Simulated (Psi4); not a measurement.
Worked example: ideal-gas entropy of C2H6BN (SMILES BNC=C)

A singlet with charge 0, relaxed at PBE0-D4/def2-TZVP (density fitting) (Psi4 1.11):

```xyz
10

B    -0.4067    1.6241   -0.7553
N     0.0818    0.6445    0.1092
C    -0.0458   -0.7310   -0.0461
C     0.4297   -1.6442    0.7932
H    -0.9978    1.2785   -1.7356
H    -0.2164    2.7719   -0.4850
H     0.5837    0.9192    0.9419
H    -0.5860   -1.0143   -0.9434
H     0.9712   -1.3711    1.6926
H     0.2851   -2.6967    0.5949
```

Harmonic wavenumbers in cm⁻¹: 162, 296, 448, 517, 730, 820, 876, 876, 965, 993, 1023, 1160, 1253, 1323, 1330, 1416, 1516, 1728, 2585, 2674, 3167, 3196, 3268, 3597.

Masses in u: B 10.81, N 14.007, C 12.011, H 1.008. Take T = 298.15 K, p = 1 bar, R = 8.3145 J/(mol K), kT/hc = 207.22 cm⁻¹, rigid rotor and harmonic oscillator.

**Question.** Compute the standard molar entropy.

**Answer.** 
1. Translation (Sackur–Tetrode): S = R[3/2 ln M + 5/2 ln T − 1.1517] with M = 54.887 gives 158.8 J/(mol K).
2. Rotation: principal moments 11.885, 110.747, 122.632 u Å² give A, B, C = 1.4184, 0.1522, 0.1375 cm⁻¹; the symmetry number is σ = 1; q = (√π/σ)√((kT/hc)³/ABC) = 30688; S = R(ln q + 3/2) = 98.4.
3. Vibration: with u = ν̃/207.22, each mode gives R[u/(eᵘ − 1) − ln(1 − e⁻ᵘ)]; the sum is 27.6, most from 162 cm⁻¹ (10.6), 296 cm⁻¹ (6.0), 448 cm⁻¹ (3.4).
4. Spin: R ln 1 = 0.0.
5. Sum: 158.8 + 98.4 + 27.6 + 0.0 = 284.8 J/(mol K).

No measured value is set beside it here. Where a soft mode is a torsion, a harmonic oscillator describes it poorly.
